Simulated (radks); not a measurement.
Kr, 36 electrons, occupied as [Kr]. Calculated with a radial shooting solver on a logarithmic mesh with Libxc functionals: scalar-relativistic Kohn-Sham, PW91, spin-polarised, spherical densities, finite nucleus; Fermi nuclear charge, rms radius 4.1884 fm. Some entries of the table are withheld. Estimate them.

| orbital | occ. | eigenvalue (eV) | <r> (bohr) |
|---|---|---|---|
| 1s | 2 | (1) | (2) |
| 2s | 2 | -1864.822 | 0.1835 |
| 2p | 6 | -1649.075 | 0.1601 |
| 3s | 2 | (3) | 0.5304 |
| 3p | 6 | (4) | 0.5406 |
| 3d | 10 | (5) | (6) |
| 4s | 2 | -23.1213 | 1.571 |
| 4p | 6 | -9.3002 | 1.945 |

Answer. 
(1) 1s eigenvalue (eV): -14160.76
(2) 1s <r> (bohr): 0.04149
(3) 3s eigenvalue (eV): -263.9717
(4) 3p eigenvalue (eV): -195.2692
(5) 3d eigenvalue (eV): -81.5185
(6) 3d <r> (bohr): 0.5559
